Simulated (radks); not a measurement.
Results of a calculation; reference values are marked as such.
Problem. Coulomb parameter of the 4d shell of neutral rhodium in the model configuration [Kr] 4d8 5s1, as a second difference U = [E(n + 0.5) + E(n - 0.5) - 2 E(n)] / (0.5)^2 with all orbitals relaxed. "Bare": the charge of the atom changes with n. "Screened": the 5s shell takes up the change at fixed total charge, which measures U(4d,4d) + U(5s,5s) - 2 U(4d,5s). Code: a radial shooting solver on a logarithmic mesh with Libxc functionals. Model: scalar-relativistic Kohn-Sham, LDA (Slater exchange, Perdew-Wang correlation), spin-unpolarised, spherical densities, point nucleus. Estimate both.

Solution. U(bare) = 9.530 eV, U(screened by 5s) = 1.543 eV, against the Slater integral F0(4d,4d) = 15.691 eV with frozen orbitals. The step up makes a negative ion, whose loosely bound charge lowers the bare value.
